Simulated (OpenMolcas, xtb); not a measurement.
## How methods differ on GaNH3 (SMILES [NH2][GaH])

The species is GaNH3 (5 atoms), meant as a doublet with charge 0. As SMILES, `[NH2][GaH]`. Geometry: relaxed at PBE0-D4/def2-TZVP. This is one conformer, not always the lowest.

Each level gives the vertical ionisation energy (to the singlet cation) (eV). The values are calculated.

```json
{"level": "GFN1-xTB", "kind": "semi-empirical", "program": "xtb", "value (eV)": "11.87", "CPU time (all runs)": "under 2 s"}
{"level": "UHF/def2-TZVP", "kind": "Hartree–Fock", "program": "OpenMolcas", "value (eV)": "7.65", "CPU time (all runs)": "27 s"}
{"level": "USVWN5/def2-TZVP", "kind": "LDA", "program": "OpenMolcas", "value (eV)": "7.96", "CPU time (all runs)": "56 s"}
{"level": "UBLYP/def2-TZVP", "kind": "GGA", "program": "OpenMolcas", "value (eV)": "7.80", "CPU time (all runs)": "91 s"}
{"level": "UPBE/def2-TZVP", "kind": "GGA", "program": "OpenMolcas", "value (eV)": "7.88", "CPU time (all runs)": "1.7 min"}
{"level": "UTPSS/def2-TZVP", "kind": "meta-GGA", "program": "OpenMolcas", "value (eV)": "7.93", "CPU time (all runs)": "2.2 min"}
{"level": "UPBE0/def2-TZVP", "kind": "global hybrid", "program": "OpenMolcas", "value (eV)": "7.98", "CPU time (all runs)": "88 s"}
```

All-electron rows without a relativistic Hamiltonian named are non-relativistic. The values span 7.65 to 11.87 eV. The xTB values lack the empirical shift that such differences need. CPU times are rough (shared hosts, several kinds of processor and program).
